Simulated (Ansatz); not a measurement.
`[CH3][V]([CH3])([CH3])=[O]`, charge 0, multiplicity 1.

Problem. Give a relaxed structure at PBE0-D4/def2-TZVP (Ansatz 0.2.0). (An estimate is asked.)

Solution. Ansatz gave: 
Z-matrix (Å, degrees):
```
C
V 1 2.004
H 1 1.093 2 110.1
H 1 1.096 2 108.2 3 120.2
H 1 1.093 2 109.7 3 -119.8
C 2 2.004 1 111.6 3 175.9
C 2 2.004 1 111.6 3 -58.3
O 2 1.555 1 107.2 3 58.8
H 6 1.096 2 108.2 1 62.8
H 6 1.093 2 109.9 1 -57.4
H 6 1.093 2 109.8 1 -177.2
H 7 1.096 2 108.2 1 -65.3
H 7 1.093 2 110.3 1 174.3
H 7 1.094 2 109.5 1 54.5
```
Point group C3v.
This is one stationary point; other conformers may exist.
